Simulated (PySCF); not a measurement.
## Bromine: a sound run and one with changed settings

Sound run: Br²⁺ [Ar] 3d10 4s2 4p3, Br³⁺ [Ar] 3d10 4s2 4p2. Calculation: PySCF 2.14, in jorge-DZP-DKH (8s6p2d1f, 43 functions); the spin-free X2C one-electron Hamiltonian (Gaussian nucleus). In the sound run the correlated levels freeze [Ar] 3d10. The sound run starts from symmetry-adapted Hartree-Fock orbitals and uses a fine grid where one is needed.

Changed run: all electrons correlated in a basis built for the valence shell.

```
species  method  sound run (hartree)  changed run (hartree)  converged
   Br²⁺     MP2          -2603.16004            -2603.74771        yes
   Br³⁺     MP2          -2601.88929            -2602.47447        yes
```

Ionisation energy of Br²⁺:

```
 method  sound run (eV)  changed run (eV)
    UHF          34.594            34.594
    MP2          34.579            34.647
SCS-MP2          34.512            34.553
```

A valence basis has no tight correlating functions, so it recovers only part of the core correlation, and not evenly between atom and ion.

For comparison, NIST gives 34.871 ± 0.019 eV between the lowest levels.
